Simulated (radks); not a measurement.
Ge IV, 29 electrons, occupied as [Ne] 3s2 3p5 3d10 4s1 4f1 (not the ground configuration). All-electron calculation, Dirac Kohn-Sham, AM05, spin-unpolarised, spherical densities, point nucleus; open shells fill j = l - 1/2 first. Program: a radial shooting solver on a logarithmic mesh with Libxc functionals.

Normalised radial functions P(r) = r R(r) (large component), r in bohr:

r	3s1/2	3d3/2	4s1/2
0.003712	0.1551	0.0000	0.0569
0.004951	0.1968	0.0001	0.0722
0.006604	0.2460	0.0001	0.0903
0.008808	0.3014	0.0003	0.1106
0.01175	0.3590	0.0007	0.1317
0.01567	0.4104	0.0016	0.1506
0.0209	0.4415	0.0036	0.1619
0.02787	0.4312	0.0079	0.1579
0.03717	0.3529	0.0168	0.1287
0.04958	0.1819	0.0349	0.0654
0.06613	-0.0875	0.0700	-0.0340
0.0882	-0.4155	0.1346	-0.1544
0.1176	-0.6936	0.2443	-0.2542
0.1582	-0.7501	0.4190	-0.2676
0.2109	-0.4310	0.6485	-0.1375
0.2814	0.2390	0.9038	0.1195
0.3753	0.9846	1.1143	0.3754
0.5005	1.4024	1.1930	0.4345
0.6675	1.2889	1.0941	0.1815
0.8903	0.8231	0.8490	-0.2928
1.188	0.3592	0.5443	-0.7284
1.584	0.1003	0.2755	-0.8735
2.112	0.0159	0.1021	-0.6796
2.818	0.0012	0.0248	-0.3446
3.758	0.0000	0.0035	-0.1076
5.012	0.0000	0.0002	-0.0181
6.685	0.0000	0.0000	-0.0013
8.916	0.0000	0.0000	0.0000
11.89	0.0000	0.0000	0.0000

3s1/2: eigenvalue -221.32 eV, 2 radial nodes at r = 0.0608, 0.257 bohr, <r> = 0.620 bohr, 90 % of the charge inside 0.925 bohr. 3d3/2: eigenvalue -81.889 eV, 0 radial nodes, <r> = 0.687 bohr, 90 % of the charge inside 1.14 bohr. 4s1/2: eigenvalue -48.724 eV, 3 radial nodes at r = 0.0605, 0.249, 0.752 bohr, <r> = 1.73 bohr, 90 % of the charge inside 2.51 bohr.
